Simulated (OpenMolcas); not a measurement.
**Ionisation energies of carbon**

```json
{"Program": "OpenMolcas", "Basis": "ANO-RCC-VTZP [4s3p2d1f]", "Scalar Hamiltonian": "DKH2, point nucleus", "Spin-orbit coupling": "RASSI with atomic mean-field integrals over the reference wave functions, term energies averaged over their components"}
```

Active shells in each charge state: the valence s, p shells, with orbitals averaged over the low states. Where CASPT2's correlated closed shells are named, they are those of the first ion.

A. CASSCF
B. SS-CASPT2, IPEA 0.25 Eh, imaginary shift 0.1 Eh (closed shells correlated: 1s)
C. SS-CASPT2, IPEA 0 Eh, imaginary shift 0.1 Eh (closed shells correlated: 1s)

Energies in eV between the lowest computed levels (charge -1 gives the electron affinity), named as in B; reference values from the NIST Atomic Spectra Database with their kind.

```tsv
From	To	A	B	C	Spin-orbit share in B	Reference
C- 2s² 2p³ ⁴S°_3/2	C 2s² 2p² ³P₀	-0.228	0.680	0.793	-0.004	
C 2s² 2p² ³P₀	C+ 2s² 2p ²P°_1/2	10.140	11.014	11.114	-0.001	11.260 (measured)
C+ 2s² 2p ²P°_1/2	C2+ 2s² ¹S₀	23.223	24.094	24.177	+0.005	24.383 (measured)
C2+ 2s² ¹S₀	C3+ 2s ²S_1/2	47.753	47.797	47.798	+0.000	47.888 (measured)
C3+ 2s ²S_1/2	C4+ 1s² ¹S₀	64.364	64.395	64.395	+0.000	64.494 (measured)
```

Error against the reference values, in %:

```csv
From,Reference,A,B,C
C,measured,-9.9,-2.2,-1.3
C+,measured,-4.8,-1.2,-0.8
C2+,measured,-0.3,-0.2,-0.2
C3+,measured,-0.2,-0.2,-0.2
```

Mean absolute error over the 4 measured values: A 0.64 eV, B 0.18 eV, C 0.14 eV. C lies closest.

No diffuse functions were added, so the electron affinity comes out too small, and without dynamic correlation a bound anion can come out unbound.

° marks odd parity.
